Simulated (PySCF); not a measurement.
Dipole response of In²⁺ (indium, charge +2)

[Kr] 4d10 5s1, 2S determinant. Computed with PySCF 2.14 in aug-cc-pVQZ-DK3 (9s8p6d3f2g, 102 functions), with the spin-free X2C one-electron Hamiltonian (Gaussian nucleus). Coupled (time-dependent) response in atomic units; α is the mean over directions.

```csv
method,mean α (bohr³),C₆ (like pair),S(−4)
revPBE,13.54,61.62,118.2
```

S(−4) is the Cauchy moment in α(ω) = α(0) + S(−4) ω² + …

α(iu) at revPBE:

```csv
u (hartree),α(iu) (bohr³)
0,13.54
0.0500,13.25
0.100,12.48
0.200,10.29
0.300,8.265
0.500,5.669
0.750,4.032
1.00,3.118
1.50,2.090
2.00,1.508
3.00,0.8795
5.00,0.3907
```

A single London oscillator, α(iu) = α/(1 + u²/ω²), gives C₆ = (3/4) ω α². Matching the computed C₆ needs ω = 4 × 61.62 / (3 × 13.54²) = 0.448 hartree.

For an ion, C₆ is the dispersion term alone; charge-induced terms of lower order in 1/R come first.
